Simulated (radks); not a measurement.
Correlation energies from several functionals, in hartree. Species: Mo+ [Kr] 4d5; Mg [Ne] 3s2. Method: non-relativistic Kohn-Sham, PBE, spin-polarised, spherical densities, point nucleus; computed with a radial shooting solver on a logarithmic mesh with Libxc functionals. Every spin shell is full or empty, so the densities are truly spherical. Functionals are evaluated on that one density, not self-consistently.

functional      Mo+        Mg
PW92        -3.7982  -0.88764
VWN5        -3.8159  -0.89176
Wigner      -2.0750  -0.60477
Chachiyo    -3.7422  -0.87049
PBE         -2.0738  -0.40910
P86         -2.3496  -0.46327
AM05        -3.5275  -0.79815
SCAN        -2.0717  -0.41072
